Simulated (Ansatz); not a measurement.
`N#[C][AlH2]` and `[CH3][AlH][C]#N` differ in one atom or group.

Ansatz, PBE0-D4/def2-TZVP geometries, multiplicity 1. 

| property | `N#[C][AlH2]` |
| --- | --- |
| LUMO energy (B3LYP/def2-TZVPP) / eV | -2.79 |
| HOMO–LUMO gap (B3LYP/def2-TZVPP) / eV | 6.26 |
| HOMO–LUMO gap (PBE0/def2-TZVPP) / eV | 6.68 |
| size of the dipole moment (B3LYP/def2-TZVPP) / D | 3.39 |
| HOMO–LUMO gap (PBE/def2-TZVPP) / eV | 4.59 |
| LUMO energy (ωB97M-V/def2-TZVPP) / eV | -0.85 |

(1) What does the change do to each property? (Estimate.)

Answers

(1) The calculation gave: 
```tsv
property	`[CH3][AlH][C]#N`	shift
LUMO energy (B3LYP/def2-TZVPP) / eV	-2.35	0.44
HOMO–LUMO gap (B3LYP/def2-TZVPP) / eV	6.22	-0.04
HOMO–LUMO gap (PBE0/def2-TZVPP) / eV	6.66	-0.02
size of the dipole moment (B3LYP/def2-TZVPP) / D	3.96	0.57
HOMO–LUMO gap (PBE/def2-TZVPP) / eV	4.57	-0.02
LUMO energy (ωB97M-V/def2-TZVPP) / eV	-0.42	0.43
```

Dipoles are sizes alone; their direction can turn.

B3LYP here is the variant with VWN-RPA as its local correlation; programs differ in this.
